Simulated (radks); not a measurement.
Results of a calculation; reference values are marked as such.
Question: The technetium ion Tc41+, [He]. Level of theory: non-relativistic Kohn-Sham, PBE, spin-polarised, spherical densities, point nucleus (a radial shooting solver on a logarithmic mesh with Libxc functionals). Every spin shell is full or empty, so the densities are truly spherical. Functionals are evaluated on that one density, not self-consistently. Rank these orbital-free kinetic functionals by their error against the exact value of the orbitals, and give that value: Thomas-Fermi, LC94, revAPBEK, Perdew 92, Thakkar, PG1, DePristo-Kress, Ernzerhof.

Answer: Exact: 1821.69 hartree. From best to worst, with 100 (|E| - |E exact|)/|E exact| (equal figures are ties): LC94 +2.30, Thakkar +2.49, Perdew 92 +2.83, DePristo-Kress +3.00, revAPBEK +3.03, Ernzerhof +6.76, Thomas-Fermi -8.30, PG1 +55.37.
